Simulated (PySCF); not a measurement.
Cl3HSTi, SMILES [SH][Ti]([Cl])([Cl])[Cl], multiplicity 1. Atoms are numbered in the order given.

```xyz
6

Ti    -0.0580     0.0079     0.0000
Cl    -0.3087     1.2449    -1.7756
Cl    -0.3087     1.2449     1.7756
Cl    -1.3693    -1.7159     0.0000
S      2.0311    -0.8579     0.0000
H      2.5548     0.3966     0.0000
```

The structure is a stationary point at B3LYP-D3(BJ)/def2-SVP. The multiplicity is an assumed one; no other spin state was optimised. The structure was generated by enumeration; whether it is a known compound was not checked. Other conformers were not sampled.

Two levels are set side by side: PBE/pcSseg-1 (PySCF) and PBE0/pcSseg-1 (PySCF). GIAO shifts against H2S (³³S), HCl (³⁵Cl), TMS (¹H) at the same level; non-relativistic, no solvent, atoms listed together averaged. Without spin–orbit terms, shifts of atoms bonded to Cl or Br come out too high at both levels. Differences are taken from unrounded values.

| quantity | PBE |
|---|---|
| δ(³³S) of S5 (ppm) | 736.8 |
| δ(¹H) of H6 (ppm) | 7.76 |

Question: These are the PBE values. What does PBE0 give? (Estimate from the structure and the level; the computed values follow.)

Answer: 
```csv
quantity,PBE0,PBE minus PBE0
δ(³³S) of S5 (ppm),829.8,-93.0
δ(¹H) of H6 (ppm),8.56,-0.79
```

Rough cost on one machine, each run with all the roots and properties that it gave: PBE0 against PBE within a factor of 2.
